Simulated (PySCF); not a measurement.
**TeH: energy against distance**

Set-up: Te def2-TZVP with ECP28, H def2-TZVP; scalar-relativistic core potentials (PySCF 2.14). Energies in eV from Te + H in their ground configurations at the same level. All curves are PBE0. state 1: ²Π (doublet), unpaired electrons π ↑; state 2: quartet, unpaired electrons σ ↑, π ↑↑, a second solution, started from another occupation.

| R (Å) | state 1 | state 2 |
| --- | --- | --- |
| 1.429 | -2.267 | 2.8466 |
| 1.495 | -2.619 | 2.1808 |
| 1.561 | -2.820 | 1.6618 |
| 1.611 | -2.893 | 1.3477 |
| 1.661 | -2.914 | 1.0870 |
| 1.711 | -2.892 | 0.8699 |
| 1.777 | -2.812 | 0.6358 |
| 1.860 | -2.652 | 0.4146 |
| 1.960 | -2.400 | 0.2277 |
| 2.093 | -2.008 | 0.0729 |

Task: Put a parabola through the three lowest points of the state 1 curve and estimate Re, k and ωe (reduced mass 1.0 u; 1 eV/Å² = 0.16022 mdyn/Å; ωe = 1302.8·√(k/μ) cm⁻¹).

Result: Through R = 1.611, 1.661, 1.711 Å the second-order coefficient is 8.60 eV/Å², so Re ≈ 1.660 Å, k ≈ 2.76 mdyn/Å and ωe ≈ 2163 cm⁻¹. A polynomial fit of higher order to the unrounded PBE0 energies gives Re = 1.659 Å, k = 2.74 mdyn/Å, ωe = 2156 cm⁻¹; anharmonicity and rounding make the difference.

The higher-order fit for each curve: state 1: Re = 1.659 Å, ωe = 2156 cm⁻¹, De = 2.91 eV. State 2 gave no clean fit.

These are scalar-relativistic numbers at best; spin–orbit coupling would shift them, the dissociation energy most. The state is the lowest determinant that a PBE0 search found; another state may lie lower at other levels.
